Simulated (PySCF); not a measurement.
C₄H₂BrCl. Atoms are numbered in the order given.

```xyz
8

C      0.5820     3.2765     0.0000
C      0.9367     2.1150     0.0000
C      1.3923     0.7740     0.0000
C      0.5956    -0.3158     0.0000
Cl     1.2557    -1.9141     0.0000
Br    -1.2891    -0.2130     0.0000
H      0.2572     4.2998     0.0000
H      2.4730     0.5975     0.0000
```

Coordinates come from a B3LYP-D3(BJ)/def2-SVP optimisation. The structure was generated by enumeration; whether it is a known compound was not checked.

Method: PBE/def2-TZVP (PySCF).

Atomic charges (e):

```csv
atom,Löwdin,meta-Löwdin
C1,-0.07,-0.19
C2,-0.11,-0.03
C3,-0.21,-0.15
C4,-0.72,-0.03
Cl5,0.42,0.02
Br6,0.38,0.04
H7,0.13,0.18
H8,0.17,0.16
```

Computed Mayer and Wiberg (Löwdin basis) orders of the bonds:
```csv
bond,Mayer,Wiberg
C1–C2,2.58,2.85
C2–C3,1.34,1.39
C3–C4,1.76,1.91
C4–Cl5,1.11,1.74
C4–Br6,1.14,1.66
C1–H7,0.99,0.92
C3–H8,0.92,0.79
```
